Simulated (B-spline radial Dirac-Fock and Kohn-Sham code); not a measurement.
**Dipole and non-dipole photoemission parameters of Fe⁴⁺ 3d5/2**

System: Fe⁴⁺, [Ar] 3d4; threshold 72.22 eV (orbital energy of the model). Model: Dirac-Hartree-Slater photoionisation with a Latter tail; cross sections with all multipoles, angular parameters from the dipole term and its interference with E2. Program: a B-spline atomic structure program.

For linearly polarised light dσ/dΩ = σ/(4π) [1 + β P₂(cos θ) + (δ + γ cos²θ) sin θ cos φ], with θ from the polarisation vector and φ the angle between the beam and the projection of the electron momentum on the plane normal to the polarisation.

```tsv
hν (eV)	σ (kb)	β	γ	δ
82	3100	0.419	-0.010	0.008
82.2	3100	0.422	-0.010	0.008
89	2850	0.522	-0.008	0.010
150	1200	0.996	0.021	0.018
172	870	1.071	0.036	0.020
300	212	1.246	0.127	0.030
362	124	1.253	0.169	0.034
400	91.8	1.247	0.193	0.037
450	64.3	1.235	0.224	0.040
517	42.1	1.215	0.261	0.044
539	37.0	1.207	0.272	0.045
600	26.4	1.184	0.304	0.049
934	6.11	1.050	0.441	0.071
942	5.93	1.047	0.443	0.072
1486.9	1.18	0.871	0.577	0.109
1600	0.899	0.843	0.598	0.117
1610	0.879	0.840	0.600	0.118
2230	0.258	0.718	0.692	0.159
2600	0.142	0.664	0.735	0.183
3010	0.0797	0.614	0.775	0.208
3600	0.0388	0.556	0.822	0.243
5830	?	?	?	?
6000	0.00458	0.407	0.917	0.369
7770	0.00151	0.346	0.942	0.449
8047.8	0.00129	0.339	0.945	0.461
11800	0.000240	0.270	0.966	0.606
```

Q: Give the values at 5830 eV.

A: σ = 0.00518 kb, β = 0.414, γ = 0.913, δ = 0.360.

Values without a named source are computed, but for edge energies of neutral atoms, which are taken from tables.
